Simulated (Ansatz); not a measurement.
A run for Ansatz (an electronic-structure program): U-r2SCAN/def2-TZVPPD on BeBrI (SMILES [Br][Be][I]), a point of a bond scan (R = 1.732 Å). Elements past Kr take the def2 small-core potentials; no spin–orbit coupling. Files ending in .json are basis or fitting sets from the Basis Set Exchange.

Ansatz 0.2 input:
```yaml
crystal:
  periodic: [false, false, false]
  atoms:
    - {symbol: Be, position_ang: [-0.00000000, -0.00000000, -0.50333561]}
    - {symbol: Br, position_ang: [-0.00000000, -0.00000000, -2.45917122]}
    - {symbol: I, position_ang: [0.00000000, 0.00000000, 1.22890775]}
basis:
  gaussian:
    orbitals: def2-TZVPPD.json
hamiltonian:
  xc: {name: r2SCAN}
magnetization: {spin_polarized: true, initial_magnetization: 0}
```

Output:

```
WARN ansatz: RAYON_NUM_THREADS=1 ignored (pool sized by the plan → 1); use --threads N
Functional definition: r2SCAN
integrals: 0.07 GiB planned
991 factors; their error is unknown
mean field: 0.57 GiB planned
mean field evaluation 1: about -78551.6788 eV, gradient 1.4e1 eV
mean field evaluation 2: about -78551.0549 eV, gradient 2.0e1 eV
mean field evaluation 4: about -78552.4784 eV, gradient 1.1e0 eV
mean field evaluation 8: about -78552.4653 eV, gradient 1.1e-2 eV
mean field evaluation 16: about -78552.4653 eV, gradient 2.8e-6 eV
mean field -78552.46525785 eV, -2886.7498534528 hartree, gradient 2.8e-6 eV, S^2 0.000000; 0 other end points of the search recorded, 0 dependent functions left out
reference -78552.46527964 eV, -2886.7498542536 hartree; 32, 32 occupied and 106, 106 virtual orbitals, 991 factors
Total energy: -78552.46527964 eV, -2886.7498542536 hartree
```

The calculation finished and met its thresholds.

Cost: roughly 10 core-seconds.
